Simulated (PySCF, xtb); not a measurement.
BCl2HS. Atoms are numbered in the order given.

```xyz
5

B     -0.0003    -0.0121     0.0000
Cl     1.3720    -1.1111     0.0000
Cl    -1.6376    -0.6606     0.0000
S      0.3415     1.7513     0.0000
H     -0.9481     2.1574     0.0000
```
Charge 0, spin multiplicity 1.

Coordinates come from a TPSSh-D3(BJ)/def2-SVP optimisation. The values are those of a single conformer.

Level of theory: IEF-PCM-M06-2X/def2-SVP (PySCF).

The values are the electrostatic part of the solvation free energy, E(continuum) − E(gas) at the gas-phase geometry, in a cavity of scaled van der Waals radii (PySCF's table); cavitation and dispersion terms are not included. In vacuum the orbital gap is 9.21 eV. The dipole moment in vacuum is 1.32 D.

Estimate the values in water (ε = 78.36), acetonitrile (ε = 35.69), n-hexane (ε = 1.88). (An estimate is asked for; the answer gives what the named calculation found.)


```
solvent           ε  ΔG(elec) (kcal/mol)  dipole (D)  gap (eV)
------------  -----  -------------------  ----------  --------
water         78.36                 -2.1        1.80      9.17
acetonitrile  35.69                 -2.0        1.79      9.17
n-hexane       1.88                 -0.7        1.48      9.20
```

For comparison, GFN2-xTB/ALPB(water) (xtb, at the GFN2-xTB geometry, all terms of that model) gives -2.5 kcal/mol.
